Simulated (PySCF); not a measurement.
**TlCl₂⁻: from structure and modes to constants**

All numbers come from PBE0 in PySCF with Tl def2-TZVPD with ECP60, Cl def2-TZVPD; scalar-relativistic core potentials, no spin–orbit coupling; density-fitted integrals.

The singlet minimum has C2v symmetry. Masses (u): Tl 204.97441, Cl 34.96885.

```xyz
3
charge -1 multiplicity 1, angstrom
Tl    0.0000    0.0000   -0.3983
Cl    2.1299    0.0000    1.2281
Cl   -2.1299    0.0000    1.2281
```

Harmonic wavenumbers (cm⁻¹): 64.5 (a1, ×1), 185.9 (b2, ×1), 207.0 (a1, ×1).

(1) What is the harmonic zero-point energy?

(2) Find the vibrational entropy and heat capacity at 298.15 K.

(3) Give the standard entropy (298.15 K, 1 bar) by its translational, rotational, vibrational and spin parts, and Cp.

Results:

(1) Half the sum of all 3 wavenumbers, 457/2 = 229 cm⁻¹, which is 2.7 kJ/mol (1 cm⁻¹ = 0.0119627 kJ/mol).

(2) With u = 1.43878 ω/T, each mode gives S = R[u/(eᵘ−1) − ln(1−e⁻ᵘ)] and C = R u² eᵘ/(eᵘ−1)².
```json
{"ω (cm⁻¹)": "64.5", "u": "0.311", "S (J/(mol K))": "18.05", "C (J/(mol K))": "8.25"}
{"ω (cm⁻¹)": "185.9", "u": "0.897", "S (J/(mol K))": "9.49", "C (J/(mol K))": "7.78"}
{"ω (cm⁻¹)": "207.0", "u": "0.999", "S (J/(mol K))": "8.66", "C (J/(mol K))": "7.66"}
```
The sums over all modes are S = 36.2 and C = 23.7 J/(mol K); the softest mode gives 50 % of the entropy.

(3) Sackur–Tetrode with M = 274.91 u gives 178.9; rotation with symmetry number 2 gives 112.6; vibration 36.2; spin R ln 1 = 0.0. The total is 327.7 J/(mol K), and Cp = 4 R + 23.7 = 56.9 J/(mol K).

This need not be the most stable arrangement of these atoms. The lowest empty level of this anion is unbound, so it and the gap depend on the basis. No spin–orbit coupling is included, which matters more the heavier the element.
